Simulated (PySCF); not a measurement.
Compound: CH10Si4.
Z-matrix (Å and degrees, PBE0-D3(BJ)/def2-SVP geometry), rows numbered from 1:
```
C 
Si  1  1.8899
Si  2  2.3648  1  110.04
Si  3  2.3598  2   86.60  1   -82.63
Si  4  2.3610  3   86.42  2   -27.92
H   1  1.1009  2  110.66  3   -72.33
H   1  1.1008  2  110.57  3    47.52
H   1  1.1007  2  110.78  3   167.40
H   2  1.4964  1  111.19  3   132.93
H   3  1.4982  2  110.29  1   168.79
H   3  1.4962  2  120.19  1    40.04
H   4  1.4992  3  109.57  2    81.21
H   4  1.4948  3  120.26  2  -151.19
H   5  1.4982  2  109.96  1  -168.86
H   5  1.4961  2  120.14  1   -40.47
```

Computed with PySCF at wB97X-D/def2-SVPD, non-relativistic, on one gas-phase PBE0-D3(BJ)/def2-SVP geometry that isn't relaxed in the solvent. The solvent is an IEF-PCM continuum (Bondi radii, 1.10 Å for H, scaled by 1.2). Only the electrostatic response of the medium enters.

Gas phase at wB97X-D/def2-SVPD: HOMO -8.92 eV, LUMO 0.86 eV, dipole 0.92 D.

Problem. What does the continuum do to the energy, the frontier levels and the dipole at wB97X-D/def2-SVPD in chloroform?

Solution. 
```csv
solvent,ε,E(solvent) − E(gas) (kcal/mol),polarisation term (kcal/mol),distortion of the solute (kcal/mol),HOMO (eV),LUMO (eV),dipole (D)
chloroform,4.711,-0.48,-0.52,0.04,-8.83,0.96,1.18
```

The polarisation term is half the interaction of the solute with the surface charges that it induces; the rest is the cost of distorting the solute's density. The sum is the electrostatic part of solvation alone.

Problem. How does the static polarisability (wB97X-D/def2-SVPD, frozen core, with the continuum's full static response) change?

Solution. 
| medium | isotropic (au) | principal values (au) | ⟨r²⟩ of the electrons (bohr²) |
| --- | --- | --- | --- |
| gas | 131.5 | 114.6, 138.3, 141.4 | 1151.3 |
| chloroform | 173.5 | 150.8, 184.0, 185.8 | 1151.5 |

The isotropic value in chloroform is 1.32 times the gas-phase one; no cavity-field correction is applied. ⟨r²⟩ is taken about the centre of nuclear charge.

Note: wB97X-D ran without an empirical dispersion term, which enters the total energy and its gradient alone.
